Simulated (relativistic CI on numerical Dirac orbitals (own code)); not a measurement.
Au⁵⁺: 4d photoemission

Computed with this model: Dirac-Coulomb-Breit CI, separate exchange-only KLI orbitals for each configuration, model QED, valence Slater integrals scaled by 0.8, multiplet model of photoemission in the sudden approximation; configurations [Xe] 4f14 5d6 → [Kr] 4d9 4f14 5s2 5p6 5d6; 80 K; Lorentzian 3.5 eV and Gaussian 0.6 eV FWHM. Energies are those of the free ion, without screening or charge transfer. The energies are binding energies and can lie tens of eV above those of solids. S is read from ⟨S²⟩ = S(S + 1).

Field parameters in Wybourne normalisation: D3d B²₀ = −7Dσ, B⁴₀ = −14Dq − 21Dτ, B⁴₃ = −14√(10/7) Dq. The field is a parameter set, without covalency.

free ion: ground-state S = 1.76, centroid 426.64 eV. Peaks (eV, height): 418.8 (100), 438.0 (72).

D3d, 10Dq = 27900, Dσ = 790, Dτ = 270 cm⁻¹: ground-state S = 0.43, centroid 426.86 eV. Peaks (eV, height): 419.0 (100), 437.8 (67).

Strongest unbroadened transitions for free ion:

```
Energy (eV)  Relative strength
     418.08               23.0
     418.19              100.0
     418.73               42.8
     418.82               79.6
     419.14               42.5
     419.29               20.9
     419.57                8.4
     419.77               25.1
     419.91                4.0
     419.94                4.7
     422.43               12.4
     424.35                5.3
     437.51               39.1
     437.77               48.8
     437.87               79.1
     438.06               50.9
     438.91               15.9
     439.62                2.9
```
